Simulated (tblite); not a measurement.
Compound: C7H16PSi (charge +1).
Geometry (GFN2-xTB, Å), atoms numbered from 1 in this order:
```xyz
25
C7H16PSi angstrom
C      3.5929    0.1630    0.2718
C      2.5355   -0.0807   -0.4908
P      0.8979   -0.3453    0.1742
C      0.0943   -1.8719   -0.4171
C     -1.1517   -1.3600   -1.1644
C     -1.6045   -0.0458   -0.5121
C     -2.2371   -0.2993    0.8496
C     -0.3469    0.8339   -0.3899
Si    -0.4350    2.4391    0.6970
H      4.5697    0.3216   -0.1549
H      3.5260    0.2102    1.3475
H      2.6008   -0.1317   -1.5721
H      1.0396   -0.3613    1.5482
H     -0.1701   -2.5012    0.4355
H      0.7618   -2.4438   -1.0648
H     -1.9451   -2.1060   -1.1395
H     -0.9030   -1.1777   -2.2112
H     -2.3334    0.4512   -1.1571
H     -1.5028   -0.7035    1.5483
H     -2.6345    0.6221    1.2677
H     -3.0568   -1.0083    0.7627
H     -0.0220    1.1296   -1.3962
H      0.8112    3.1466    0.4047
H     -0.4598    1.9995    2.0934
H     -1.6379    3.1438    0.2787
```

All values are computed: GFN2-xTB (tblite) harmonic vibrations without scaling, gas phase. Against measured fundamentals such values can be off by several per cent, at times by over 20. Modes of hydrogen on phosphorus and silicon can be 10 to 20 % off. One conformer, not necessarily the lowest.

Harmonic wavenumbers (cm⁻¹): 53.5, 58.3, 117.7, 133.5, 155.2, 173.4, 195.2, 228.8, 272.7, 289.1, 343.6, 379.1, 455.4, 519.7, 547.9, 554.2, 610.5, 658.6, 706.5, 731.2, 759.7, 762.5, 781.9, 792.2, 798.5, 828.0, 855.3, 884.1, 914.5, 940.0, 952.7, 991.8, 996.6, 1003.1, 1038.2, 1051.9, 1079.2, 1093.6, 1133.1, 1162.5, 1200.9, 1214.4, 1227.9, 1258.3, 1308.0, 1322.6, 1372.5, 1409.0, 1415.7, 1475.0, 1481.4, 1491.9, 1637.0, 2272.0, 2289.7, 2351.3, 2379.6, 2886.2, 2959.4, 2967.8, 2973.5, 2990.0, 2993.8, 3017.9, 3021.2, 3043.9, 3051.9, 3091.0, 3126.0.

A = 1399, B = 1022, C = 671.4 MHz; mass 159.076 u (most abundant isotopes); point group C1, symmetry number 1.

Zero-point energy?

½Σν̃ = 44617 cm⁻¹ = 127.57 kcal/mol.

What is S at 298.15 K and 1 bar for an ideal gas of classical rigid rotors and harmonic oscillators?

Translation 41.13, rotation 30.19, vibration 36.40: S = 107.7 cal/(mol K).

And Cp and H(298.15 K) − H(0)?

Cp = 49.04 cal/(mol K), of which vibrations give 41.09 (their classical limit is 69 R = 137.1); H(298.15 K) − H(0) = 8.28 kcal/mol without the zero-point energy, 5.91 from vibrations.

Blend soft modes into free rotors: weight 1/[1 + (100 cm⁻¹/ν̃)⁴] for the oscillator and the rest for a rotor with moment μB/(μ + B), μ = h/(8π²ν), B = 10⁻⁴⁴ kg m². What vibrational entropy results?

34.04 cal/(mol K) in place of 36.40, which changes −T·S at 298.15 K by +0.70 kcal/mol.

What must be added to the electronic energy to get the Gibbs energy at 298.15 K and 1 bar?

ZPE + [H(298.15 K) − H(0)] − T·S = 127.57 + 8.28 − 32.12 = 103.73 kcal/mol.

How do the functions run with temperature in this model?

| T (K) | S (cal/(mol K)) | Cp (cal/(mol K)) | H − H(0) (kcal/mol) | G − H(0) (kcal/mol) | ln q(vib) |
| --- | --- | --- | --- | --- | --- |
| 150 | 82.3 | 27.8 | 2.63 | -9.72 | 3.47 |
| 250 | 99.7 | 41.9 | 6.09 | -18.84 | 6.74 |
| 400 | 124.2 | 63.2 | 14.02 | -35.65 | 11.78 |
| 600 | 154.1 | 84.2 | 28.90 | -63.53 | 18.60 |
| 900 | 192.3 | 104.2 | 57.42 | -115.67 | 28.37 |

q(vib) and H(0) count from the zero-point level.

Which modes carry the vibrational entropy at 298.15 K?

53.5 cm⁻¹: 4.68; 58.3 cm⁻¹: 4.51; 117.7 cm⁻¹: 3.14; 133.5 cm⁻¹: 2.89; 155.2 cm⁻¹: 2.61; 173.4 cm⁻¹: 2.40 cal/(mol K); the other 63 give 16.17 together.

Hindered rotation and anharmonicity are outside this model. Other conformers, if any are populated, would add a mixing term that is left out. The structure is chiral; the term R ln 2 for an equal mix with its mirror image is left out.
